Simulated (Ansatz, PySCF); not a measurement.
This PySCF input computes a B3LYP/def2-TZVPD energy:

```python
from pyscf import gto, scf, dft

mol = gto.M(
    atom='''
    Si   -0.00017859   -0.00176923    0.00259676
    F    -0.41457431   -0.78090391    1.34927694
    N     1.56556629   -0.24238545   -0.60616918
    N    -0.06314190    1.63564781    0.48785915
    N    -1.05812403   -0.67785810   -1.15681422
    H     2.36347928    0.20689203   -0.18870565
    H     1.80921980   -1.08185731   -1.10487868
    H    -0.70889264    1.93491060    1.20015500
    H     0.16235993    2.38050024   -0.15045162
    H    -1.03009065   -0.39215403   -2.12153395
    H    -1.97250920   -1.00321691   -0.88856239
    ''',
    basis='def2-tzvpd',
    charge=0,
    spin=0,
    verbose=4,
)

mf = dft.RKS(mol, xc='b3lyp').density_fit(auxbasis='def2-universal-jkfit')
mf.grids.level = 3
mf.conv_tol = 1e-9
mf.max_cycle = 100
mf.max_memory = 1500
mf.kernel()
if not mf.converged:
    mf = mf.newton()
    mf.kernel(mf.make_rdm1())
mf.analyze()
```

Problem. Write an input for the same energy in Ansatz (a program for electronic structure) and say what it gives.

Solution. 
Ansatz 0.2 input:
```yaml
crystal:
  periodic: [false, false, false]
  atoms:
    - {symbol: Si, position_ang: [-0.00017859, -0.00176923, 0.00259676]}
    - {symbol: F, position_ang: [-0.41457431, -0.78090391, 1.34927694]}
    - {symbol: N, position_ang: [1.56556629, -0.24238545, -0.60616918]}
    - {symbol: N, position_ang: [-0.06314190, 1.63564781, 0.48785915]}
    - {symbol: N, position_ang: [-1.05812403, -0.67785810, -1.15681422]}
    - {symbol: H, position_ang: [2.36347928, 0.20689203, -0.18870565]}
    - {symbol: H, position_ang: [1.80921980, -1.08185731, -1.10487868]}
    - {symbol: H, position_ang: [-0.70889264, 1.93491060, 1.20015500]}
    - {symbol: H, position_ang: [0.16235993, 2.38050024, -0.15045162]}
    - {symbol: H, position_ang: [-1.03009065, -0.39215403, -2.12153395]}
    - {symbol: H, position_ang: [-1.97250920, -1.00321691, -0.88856239]}
basis:
  gaussian:
    orbitals: def2-TZVPD
hamiltonian:
  xc: {name: B3LYP}
output: {forces: true}
```
It gives -557.54462 Eh, and PySCF -557.54471 Eh, a difference of 0.09 mEh, from the treatment of integrals and grids.
